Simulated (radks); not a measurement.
The numbers below are computed, except where a source is named.
Polarisability of the ytterbium ion Yb+, [Xe] 4f14 6s1, at imaginary frequency. Code: a radial shooting solver on a logarithmic mesh with Libxc functionals. Model: scalar-relativistic Kohn-Sham, LDA (Slater exchange, VWN5 correlation), spin-polarised, spherical densities, finite nucleus; open shells are filled with parallel spins first (spin-orbit coupling, left out, can overturn this in heavy ions); Fermi nuclear charge, rms radius 5.3108 fm. Response by self-consistent Sternheimer equations with the Hartree and adiabatic LDA kernel, the relativistic mass of each level held fixed and spin-orbit coupling left out.

w (hartree)  alpha1(iw) (bohr^3)  alpha2(iw) (bohr^5)
0.00266                    53.97                751.2
0.0143                     53.55                741.1
0.0360                     51.37                690.8
0.0697                     45.50                575.2
0.118                      35.66                425.7
0.186                      24.84                294.0
0.280                      16.26                194.4
0.413                      10.67                122.5
0.605                      7.251                73.40
0.892                      5.010                42.03
1.35                       3.334                22.92
2.12                       1.999                11.52
3.59                       1.016                4.926
6.94                      0.4024                1.569
17.5                     0.09755               0.2866

Static values: alpha1 = 53.98 bohr^3 (8.000 angstrom^3; uncoupled 84.18), alpha2 = 751.6 bohr^5, alpha3 = 7761 bohr^7. C6 = 407.8, C8 = 25050, triple-dipole C9 = 15060 atomic units. One-pole (London) frequency 4 C6 / (3 alpha1^2) = 0.187 hartree, against 0.363 for minus the highest occupied eigenvalue.
